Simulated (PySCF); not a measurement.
# Assigning NMR signals

Atoms are numbered as in `[F:1][C:2]([F:3])([F:4])[C:5]([SiH3:6])([SiH3:7])[CH:8]([Cl:9])[Cl:10]` (H(Xn): hydrogen on atom n).

Level of theory: GFN2-xTB geometry, shieldings: GIAO PBE0/pcSseg-1, in PySCF 2.14.0 with density-fitted response routines (single conformer, fast rotation and ring inversion assumed for equivalent nuclei, non-relativistic, isolated molecule).

Chemical shifts δ = σref − σ; 13C, 1H against TMS, all at this level.

(1) Assign these signals to the numbered atoms. 13C{1H} NMR (computed): δ 137.1, 86.4, 38.9.

(2) Assign these signals to the numbered atoms. 1H NMR (400 MHz, computed): δ 6.37 (s, 1H), 4.20 (s, 6H).

## Answers

(1) 
```tsv
δ (ppm)	atoms	environment	reason
137.1	C2	CF3 carbon	3 electronegative neighbours deshield it
86.4	C8	sp3 CH bonded to 2 Cl	2 electronegative neighbours deshield it
38.9	C5	fully substituted sp3 carbon bonded to 2 Si	–
```

(2) 
| δ (ppm) | atoms | environment | reason |
| --- | --- | --- | --- |
| 6.37 | H(C8) | hydrogen on an sp3 CH bonded to 2 Cl | its carbon carries Cl, an electronegative neighbour |
| 4.20 | H(Si6)/H(Si7) | hydrogen on a silicon bonded to C | – |

Carbons that carry Cl, above all several Cl atoms, come out too deshielded, partly because spin–orbit coupling is missing. Splittings by 19F in the carbon and heteronuclear signals aren't shown, as no couplings were computed. Shifts are as computed. Against solution values, carbons near 30 ppm lie about +3 ppm off and those near 130 ppm about +5 ppm; carbons on Cl a further +6 ppm. Of 1211 compounds with measured shifts, 218 miss one by over three times the rms of a fit or turn the order of signals round; such compounds aren't used in these exercises. No couplings were computed; multiplicities are counted from neighbouring protons, with m where these are inequivalent, close in shift, in a saturated or five-membered ring or joined by F or P, and br s for small geminal =CH2 splittings.
